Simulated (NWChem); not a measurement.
System: CH6BeGe; SMILES [CH3][Be][GeH3]

Computed with NWChem. Pople sets run with spherical d functions. Structure relaxed at the PBE0/def2-SVP level. Ions are spin-unrestricted doublets at the neutral geometry; other ion states weren't tried. Functional: LC-ωPBE (HJS hole) with 6-31G*; rows give the range parameter ω in 1/bohr.

```
range parameter (1/bohr)  vertical ionisation energy, ΔSCF (eV)  −ε(HOMO) (eV)  ΔSCF minus −ε(HOMO) (eV)
------------------------  -------------------------------------  -------------  ------------------------
0.15                                                        ___            ___                       ___
0.20                                                       9.64           8.92                      0.72
0.25                                                       9.73           9.35                      0.38
0.40                                                       9.97          10.20                     -0.23
0.80                                                      10.20          10.97                     -0.77
```

Q: What belongs in the gaps?

A: 
- 0.15, vertical ionisation energy, ΔSCF (eV): 9.54
- 0.15, −ε(HOMO) (eV): 8.41
- 0.15, ΔSCF minus −ε(HOMO) (eV): 1.13
